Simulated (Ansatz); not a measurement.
CH4S, charge +1, doublet, geometry from GFN2-xTB (a state made from the parent by changing its charge; the spin is typed, not shown lowest); PBE-QIDH/def2-SVP run with Ansatz (an electronic-structure program).

The Ansatz input:
Ansatz 0.2 input:
```yaml
crystal:
  periodic: [false, false, false]
  atoms:
    - {symbol: C, position_ang: [-1.02943993, -0.44430689, 0.04872881]}
    - {symbol: S, position_ang: [0.55907768, 0.33245669, -0.03583469]}
    - {symbol: H, position_ang: [-1.13665527, -0.99947606, 0.98682976]}
    - {symbol: H, position_ang: [-1.80491537, 0.31648919, -0.02717459]}
    - {symbol: H, position_ang: [-1.14183024, -1.17864672, -0.75616545]}
    - {symbol: H, position_ang: [1.31479765, -0.79183217, 0.07749249]}
basis:
  gaussian:
    orbitals: def2-SVP
hamiltonian:
  xc: {name: PBE-QIDH}
total_charge: 1
magnetization: {spin_polarized: true, initial_magnetization: 1}
```

Output, abridged:

```
Functional definition: PBE-QIDH
515 factors; integrals over basis functions are off by at most 1.3e-3 eV
mean field evaluation 1: about -11909.8019 eV, gradient 2.5e1 eV
mean field evaluation 2: about -11909.8033 eV, gradient 2.5e1 eV
mean field evaluation 4: about -11912.9256 eV, gradient 1.5e0 eV
mean field evaluation 8: about -11912.9531 eV, gradient 4.9e-2 eV
mean field evaluation 16: about -11912.9532 eV, gradient 5.1e-5 eV
mean field -11912.95318130 eV, -437.7929545230 hartree, gradient 3.8e-6 eV, S^2 0.757960; 0 other end points of the search recorded, 0 dependent functions left out
6 core orbitals not correlated
reference -11912.95318755 eV, -437.7929547527 hartree; 7, 6 occupied and 39, 40 virtual orbitals, 515 factors
second order -7.96906188 eV of doubles, -0.00000000 eV of singles
Total energy: -11915.60954151 eV, -437.8905739602 hartree
```
